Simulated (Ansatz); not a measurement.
`F[SiH](F)N[SiH2]Cl` + `C=C` → `C=C[SiH](F)N[SiH2]Cl` + H–F  (formal exchange of groups at the Si–F bond)

Program: Ansatz. Geometries: PBE0-D4/def2-TZVP. ΔE: electronic, gas phase. CCSD(T)/CBS is the MP2 limit (def2-TZVPP, def2-QZVPP) plus CCSD(T) − MP2 in def2-TZVPP, frozen cores. This one scheme is used for every species. DFT in def2-TZVPP. B3LYP here is the variant with VWN-RPA as its local correlation; programs differ in this. Each species was taken in one conformer, which may not be the lowest.

`F[SiH](F)N[SiH2]Cl`:

Cartesian coordinates in Å:
```
F 1.948 1.483 1.079
Si 1.103 0.143 1.100
F 1.878 -0.950 0.258
N -0.408 0.363 0.350
Si -1.046 -0.386 -1.063
Cl -0.484 0.578 -2.789
H 1.029 -0.286 2.503
H -0.959 1.135 0.704
H -0.541 -1.769 -1.146
H -2.521 -0.311 -0.996
```

`C=C`:

Z-matrix (Å, degrees):
```
C
C 1 1.323
H 1 1.085 2 121.7
H 1 1.085 2 121.7 3 -180.0
H 2 1.085 1 121.7 3 -0.0
H 2 1.085 1 121.7 3 -180.0
```

`C=C[SiH](F)N[SiH2]Cl`:

Cartesian coordinates in Å:
```
C -0.383 -2.247 0.858
C -0.687 -1.294 -0.020
Si 0.584 -0.479 -1.079
F 2.001 -1.114 -0.689
N 0.567 1.217 -0.805
Si 0.002 2.062 0.574
Cl -2.030 2.421 0.495
H 0.638 -2.591 0.991
H -1.138 -2.720 1.480
H -1.726 -0.982 -0.113
H 0.419 -0.711 -2.533
H 0.865 1.795 -1.579
H 0.233 1.254 1.787
H 0.656 3.387 0.633
```

H–F:

Z-matrix (Å, degrees):
```
F
H 1 0.920
```

```csv
level,ΔE (kJ/mol),difference from CCSD(T)/CBS
B3LYP-D4,143.9,2.3
ωB97X-V,144.5,2.9
ωB97M-V,144.3,2.7
B2PLYP,152.5,10.9
PBE,139.3,-2.3
r2SCAN,149.7,8.1
PBE0,141.6,0.0
B3LYP,156.8,15.2
HF/def2-TZVPP,171.6,30.0
SCS-MP2/def2-TZVPP,146.8,5.2
CCSD/def2-TZVPP,147.5,5.9
HF/def2-QZVPP,174.1,32.5
MP2/def2-QZVPP,140.1,-1.5
SCS-MP2/def2-QZVPP,146.9,5.3
HF/CBS(def2),174.4,32.8
MP2/CBS(def2),138.7,-2.9
CCSD(T)/CBS,141.6,0
```

Largest T1 diagnostic among the species: 0.011.

In def2-TZVPP, CCSD(T) changes the Hartree–Fock value by −28.6 kJ/mol (the triples alone add −4.6 kJ/mol) and MP2 by −31.5 kJ/mol. The D4 term adds −13.0 kJ/mol with B3LYP and −7.6 kJ/mol with PBE0; it sums over pairs of atoms, weighted by their polarisabilities, and B3LYP, whose exchange is more repulsive, gets the larger term.

CCSD(T)/CBS has its own doubt, a few kJ/mol and more with outer-core shells, so smaller differences from it don't rank the levels.
